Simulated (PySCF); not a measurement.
# Excitation energy of Ni by level of theory

Ni [Ar] 3d8 4s2 (3F) → Ni [Ar] 3d9 4s1, s spin flipped, as a difference of total energies. Calculation: PySCF 2.14, in x2c-TZVPPall (6s5p4d2f1g, 64 functions); the spin-free X2C one-electron Hamiltonian (Gaussian nucleus). Correlated levels: valence: [Ar] frozen. The calculations carry no spin-orbit coupling.

```tsv
method	excitation energy (eV)
UHF	1.871
MP2 (valence)	-0.267
SCS-MP2 (valence)	0.056
```

Question: How much does correlation contribute at MP2 (valence)?

Answer: -0.267 − (1.871) = -2.138 eV, measured against UHF.

The upper determinant mixes two multiplicities, so it lies between the two terms.
